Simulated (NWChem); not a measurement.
System: C3H5F; SMILES C/C=C\F

Here is an NWChem input.

```
start job
memory heap 200 mb stack 900 mb global 1100 mb
geometry units angstroms noautoz
  C      0.551505     1.484022     0.000000
  C     -0.651118     0.591119     0.000000
  C     -0.616208    -0.750182     0.000000
  F      0.538386    -1.447688     0.000000
  H      1.488401     0.895530     0.000000
  H      0.560069     2.149442     0.889689
  H      0.560069     2.149442    -0.889689
  H     -1.654755     1.046790     0.000000
  H     -1.502902    -1.405544     0.000000
end
basis spherical
  * library def2-svp
end
dft
  xc n12
  iterations 150
  mulliken
end
task dft energy
```

Coordinates come from a PBE-D3(BJ)/def2-SVP optimisation.

Question: Predict the main results of this run. (N12/def2-SVP.) Quantities: energy (Ha); highest occupied level (eV); orbital gap (eV); dipole (D).

Answer: 
```json
{
 "energy (Ha)": "-216.93",
 "highest occupied level (eV)": "-5.69",
 "orbital gap (eV)": "5.49",
 "dipole (D)": "1.32"
}
```
